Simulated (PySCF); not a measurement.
How methods differ on the excitation energy of Co+

Co+ [Ar] 3d8 (3F) → Co+ [Ar] 3d7 4s1 (5F), as a difference of total energies. Calculation: PySCF 2.14, in dyall-av2z (16s12p7d2f, 101 functions); the non-relativistic Hamiltonian (point nucleus). Correlated levels: valence: [Ar] frozen; virtual orbitals above 40 to 60 times the deepest correlated orbital energy dropped. The calculations carry no spin-orbit coupling.

| method | excitation energy (eV) |
| --- | --- |
| UHF | -1.152 |
| MP2 (valence) | 0.771 |
| SCS-MP2 (valence) | 0.841 |
| CCSD (valence) | 0.294 |
| CCSD(T) (valence) | 0.407 |

**Question.** How much does correlation contribute at CCSD(T) (valence)?

**Answer.** 0.407 − (-1.152) = 1.559 eV, measured against UHF.

These non-relativistic numbers lack the scalar-relativistic shift.

Errors of the correlated levels include the incompleteness of this basis and the frozen core.

For comparison: 0.429 eV (measured; NIST levels, between the centres of gravity of the two terms).
